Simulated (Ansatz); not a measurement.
A structure relaxed at PBE-D4/def2-SVP in Ansatz, charge 0, singlet:

```
atom   x (Å)   y (Å)   z (Å)
  C1  -1.908   4.007  -2.196
  C2  -1.595   2.970  -1.123
  O3  -2.775   2.321  -0.635
  C4  -3.268   1.253  -1.385
  O5  -2.903  -0.031  -0.894
  C6  -1.724  -0.599  -1.391
  O7  -0.537  -0.004  -0.890
  C8  -0.354  -0.195   0.502
  O9  -0.004  -1.527   0.818
 C10   1.321  -1.862   0.453
 O11   2.281  -1.242   1.281
 C12   2.357  -1.817   2.578
 O13   2.965  -3.074   2.587
 C14   4.346  -3.039   2.266
 H15  -2.331   3.539  -3.109
 H16  -2.640   4.751  -1.823
 H17  -0.985   4.544  -2.497
 H18  -1.146   3.463  -0.236
 H19  -0.856   2.219  -1.479
 H20  -4.374   1.283  -1.297
 H21  -2.974   1.331  -2.463
 H22  -1.765  -1.672  -1.106
 H23  -1.652  -0.491  -2.498
 H24  -1.293   0.020   1.053
 H25   0.449   0.511   0.798
 H26   1.546  -1.525  -0.581
 H27   1.383  -2.968   0.528
 H28   1.340  -1.964   3.000
 H29   2.928  -1.077   3.187
 H30   4.527  -2.619   1.251
 H31   4.720  -4.080   2.299
 H32   4.920  -2.426   3.001
```

**Question.** Give its formula, name or SMILES.

**Answer.** `CCOCOCOCOCOCOC`.

**Question.** Summarise the bond lengths by kind (pairs closer than 1.2 times the sum of covalent radii, bridged metal pairs left out).

**Answer.** 12 × C–O 1.39 to 1.43 Å; 1 × C–C 1.52 Å; 18 × C–H 1.11 to 1.12 Å.
